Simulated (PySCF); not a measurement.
H3Si2, SMILES [Si][SiH3] (connectivity only; charge and spin as stated), neutral, multiplicity 2.

Geometry optimised at B3LYP-D3(BJ)/def2-TZVP. The isomer is the one that the SMILES or the coordinates give; other isomers of the formula were not compared.

All values below come from r2SCAN/def2-TZVPD run with PySCF.

Computed frontier levels, dipole moment and polarisability:
- α spin, highest occupied and lowest empty level = -5.05 and -4.20 eV
- β spin, highest occupied and lowest empty level = -6.02 and -3.99 eV
- dipole moment = 0.21 D
- quadrupole, principal values (traceless, Buckingham form, about the centre of nuclear charge) = -3.57, -1.28, 4.85 D·Å
- mean static polarisability = 70.6 bohr³ (10.47 Å³)
- polarisability, principal values = 56.1, 62.3, 93.5 bohr³
- ⟨S²⟩ = 0.767 (pure state 0.75)
